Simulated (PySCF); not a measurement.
# Working out the ionisation energy of Tl

Tl [Xe] 4f14 5d10 6s2 6p1 (2P) → Tl+ [Xe] 4f14 5d10 6s2 (1S). All numbers are calculated (PySCF 2.14, a scalar-relativistic core potential, in def2-TZVPPD with the def2 core potential (60 electrons) (7s5p4d2f, 56 functions)). Frozen: nothing. Energies in hartree (1 hartree = 27.21139 eV):

| part | Tl (lower) | Tl+ (upper) |
| --- | --- | --- |
| UHF | -171.515042 | -171.330915 |
| CCSD correlation | -0.392091 | -0.382598 |
| (T) | -0.009586 | -0.008741 |

Task: What does Hartree-Fock give?

Result: (-171.330915) − (-171.515042) = 0.184127 hartree = 5.010 eV.

Task: What do CCSD and CCSD(T) give?

Result: The CCSD correlation energies differ by 0.009493 hartree = 0.258 eV and the triples by 0.000845 hartree = 0.023 eV, so CCSD gives 5.268 eV and CCSD(T) 5.291 eV.

Measured between the centres of the two terms (NIST): 5.464 eV, so CCSD(T) (valence and next inner shell) is off by -0.173 eV.

What remains against the reference includes basis incompleteness and higher excitations.
